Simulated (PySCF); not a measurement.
H4Sn, triplet, at the geometry of the source list (a higher spin typed on purpose: for a closed-shell molecule this is an excited state) (core potentials on Sn); PySCF with R2SCAN/def2-SVP.

PySCF was given this input:
```python
from pyscf import gto, scf, dft

mol = gto.M(
    atom='''
Sn   -0.00040000   -0.00240000    0.00050000
H    -1.07600000    1.12680000   -0.50160000
H     0.24570000   -1.08960000   -1.19940000
H    -0.58840000   -0.76120000    1.32790000
H     1.41910000    0.72650000    0.37260000
''',
    basis='def2-svp',
    ecp={'Sn': 'def2-svp'},
    spin=2,
    verbose=4,
)

mf = dft.UKS(mol)
mf.xc = 'r2scan'
mf.init_guess = 'atom'
mf.kernel()
mf.analyze()
```

It wrote (shortened):

```
PySCF version 2.14.0

[INPUT] verbose = 4
[INPUT] num. atoms = 5
[INPUT] num. electrons = 26
[INPUT] charge = 0
[INPUT] spin (= nelec alpha-beta = 2S) = 2
[INPUT] symmetry False subgroup None
[INPUT] Mole.unit = angstrom
[INPUT] Symbol           X                Y                Z      unit          X                Y                Z       unit  Magmom
[...]
nuclear repulsion = 29.6130948541059
number of shells = 22
number of NR pGTOs = 89
number of NR cGTOs = 46
basis = def2-svp
ecp = {'Sn': 'def2-svp'}

******** <class 'pyscf.dft.uks.UKS'> ********
method = UKS
initial guess = atom
damping factor = 0
level_shift factor = 0
DIIS = <class 'pyscf.scf.diis.CDIIS'>
diis_start_cycle = 1
diis_space = 8
diis_damp = 0
SCF conv_tol = 1e-09
SCF conv_tol_grad = None
SCF max_cycles = 50
direct_scf = True
direct_scf_tol = 1e-13
number electrons alpha = 14  beta = 12
XC library pyscf.dft.libxc version 7.1.2
    S. Lehtola, C. Steigemann, M. J. T. Oliveira, and M. A. L. Marques,  SoftwareX 7, 1–5 (2018)
XC functionals = r2scan
    J. W. Furness, A. D. Kaplan, J. Ning, J. P. Perdew, and J. Sun,  J. Phys. Chem. Lett. 11, 8208–8215 (2020)
    J. W. Furness, A. D. Kaplan, J. Ning, J. P. Perdew, and J. Sun,  J. Phys. Chem. Lett. 11, 9248–9248 (2020)
    J. W. Furness, A. D. Kaplan, J. Ning, J. P. Perdew, and J. Sun,  J. Phys. Chem. Lett. 11, 8208–8215 (2020)
    J. W. Furness, A. D. Kaplan, J. Ning, J. P. Perdew, and J. Sun,  J. Phys. Chem. Lett. 11, 9248–9248 (2020)
radial grids:
    Treutler-Ahlrichs [JCP 102, 346 (1995); DOI:10.1063/1.469408] (M4) radial grids

becke partition: Becke, JCP 88, 2547 (1988); DOI:10.1063/1.454033
pruning grids: <function nwchem_prune>
grids dens level: 3
symmetrized grids: False
atomic radii adjust function: <function treutler_atomic_radii_adjust>
small_rho_cutoff = 0
Set gradient conv threshold to 3.16228e-05
Spherically averaged atomic HF for {'Sn', 'H'}

******** <class 'pyscf.scf.atom_hf.AtomSphAverageRHF'> ********
method = AtomSphAverageRHF
initial guess = minao
damping factor = 0
level_shift factor = 0
DIIS = <class 'pyscf.scf.diis.CDIIS'>
diis_start_cycle = 1
diis_space = 8
diis_damp = 0
SCF conv_tol = 1e-09
SCF conv_tol_grad = None
SCF max_cycles = 50
direct_scf = True
direct_scf_tol = 1e-13
atom = Sn
Set gradient conv threshold to 3.16228e-05
Initial guess from minao.
init E= -190.097713769646
cycle= 1 E= -212.739080030751  delta_E= -22.6  |g|=    0  |ddm|= 5.67
[...]

cycle= 19 E= -216.42288256225  delta_E= -9.98e-10  |g|= 1.55e-05  |ddm|= 0.00259

Extra cycle  E= -216.422882559594  delta_E= 2.66e-09  |g|= 4.68e-05  |ddm|= 0.00039
converged SCF energy = -216.422882559594  <S^2> = 2.0093226  2S+1 = 3.0062086
**** SCF Summaries ****
Total Energy =                        -216.422882559594200
Nuclear Repulsion Energy =              29.613094854105899
One-electron Energy =                 -436.288861629241467
Two-electron Energy =                  190.252884215541371
Two-electron Coulomb Energy =          209.773978034928916
DFT Exchange-Correlation Energy =      -19.521093819387556
**** MO energy ****
                             alpha | beta                alpha | beta
[...]
spin_pop of  0 Sn 4s       -0.00007
spin_pop of  0 Sn 5s       -0.02993
spin_pop of  0 Sn 6s       -0.00232
spin_pop of  0 Sn 7s        0.00007
spin_pop of  0 Sn 4px       0.00024
spin_pop of  0 Sn 4py      -0.00060
spin_pop of  0 Sn 4pz       0.00877
spin_pop of  0 Sn 5px      -0.00292
spin_pop of  0 Sn 5py       0.00015
spin_pop of  0 Sn 5pz       0.00217
spin_pop of  0 Sn 6px      -0.00644
spin_pop of  0 Sn 6py       0.00871
spin_pop of  0 Sn 6pz       0.79036
spin_pop of  0 Sn 7px      -0.01567
spin_pop of  0 Sn 7py      -0.00277
spin_pop of  0 Sn 7pz       0.03269
spin_pop of  0 Sn 4dxy      0.00148
spin_pop of  0 Sn 4dyz      0.04360
spin_pop of  0 Sn 4dz^2     0.03548
spin_pop of  0 Sn 4dxz      0.00983
spin_pop of  0 Sn 4dx2-y2   -0.00006
spin_pop of  0 Sn 5dxy      0.00370
spin_pop of  0 Sn 5dyz      0.02740
spin_pop of  0 Sn 5dz^2     0.01979
spin_pop of  0 Sn 5dxz      0.01171
spin_pop of  0 Sn 5dx2-y2    0.00116
spin_pop of  1 H 1s        0.24728
spin_pop of  1 H 2s        0.00033
spin_pop of  1 H 2px       0.01327
spin_pop of  1 H 2py       0.00030
spin_pop of  1 H 2pz       0.00096
spin_pop of  2 H 1s        0.25413
spin_pop of  2 H 2s        0.00006
spin_pop of  2 H 2px       0.00190
spin_pop of  2 H 2py       0.00056
spin_pop of  2 H 2pz       0.01196
spin_pop of  3 H 1s        0.25792
spin_pop of  3 H 2s        0.00011
spin_pop of  3 H 2px       0.00043
spin_pop of  3 H 2py       0.00330
spin_pop of  3 H 2pz       0.01074
spin_pop of  4 H 1s        0.24628
spin_pop of  4 H 2s        0.00034
spin_pop of  4 H 2px       0.00858
spin_pop of  4 H 2py       0.00367
spin_pop of  4 H 2pz       0.00136
In total            14.00000 | 12.00000
Dipole moment(X, Y, Z, Debye):  0.01536,  0.06223,  0.01684
```
